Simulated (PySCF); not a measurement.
PySCF input file for Ge(Cl)(OH) (ClGeHO), SMILES [Ge]([Cl])[OH] (connectivity only; charge and spin as stated), neutral, multiplicity 1, C-PCM-B3LYP/def2-SVP. Geometry optimised at ωB97X-D3(BJ)/def2-TZVP. One conformer was computed; it need not be the lowest.

```python
import numpy as np
from pyscf import gto, scf, dft
from pyscf.solvent import pcm

mol = gto.M(
    atom='''
    Ge    0.45851289   -0.46770052    0.00000000
    Cl   -0.25535421    1.58662996   -0.00000000
    O    -1.15215620   -1.22709685    0.00000000
    H    -1.11414125   -2.18951767   -0.00000001
    ''',
    basis='def2-SVP',
    charge=0,
    spin=0,
    max_memory=1600,
    verbose=3,
)
mf = dft.RKS(mol, xc='b3lyp').density_fit(auxbasis='def2-universal-jkfit')
mf.grids.level = 3
mf.conv_tol = 1e-9
mf.max_cycle = 100
mf.kernel()
res = {}
for name, eps in {'water': 78.355, 'cyclohexanone': 15.619, 'toluene': 2.3741}.items():
    s = mf.PCM()
    s.with_solvent.method, s.with_solvent.eps, s.with_solvent.lebedev_order = 'C-PCM', eps, 29
    s.kernel(mf.make_rdm1())
    res[name] = (s.e_tot, eps, s.dip_moment(), s.mo_energy, s.converged)
    print(f'{name}: electrostatic solvation free energy {(s.e_tot - mf.e_tot) * 627.509474:.3f} kcal/mol')
```

Output:

```
converged SCF energy = -2612.68785611019

WARN: PCM is an experimental feature. It is still in testing.
Features and APIs may be changed in the future.

converged SCF energy = -2612.69699179488
Dipole moment(X, Y, Z, Debye):  1.52872, -3.64949, -0.00000
water: electrostatic solvation free energy -5.733 kcal/mol

WARN: PCM is an experimental feature. It is still in testing.
Features and APIs may be changed in the future.

converged SCF energy = -2612.69643533047
Dipole moment(X, Y, Z, Debye):  1.50669, -3.59222, -0.00000
cyclohexanone: electrostatic solvation free energy -5.384 kcal/mol

WARN: PCM is an experimental feature. It is still in testing.
Features and APIs may be changed in the future.

converged SCF energy = -2612.69283890648
Dipole moment(X, Y, Z, Debye):  1.36788, -3.23336, -0.00000
toluene: electrostatic solvation free energy -3.127 kcal/mol
```

Self-consistency was reached.

Cost: very roughly 16 core-seconds.
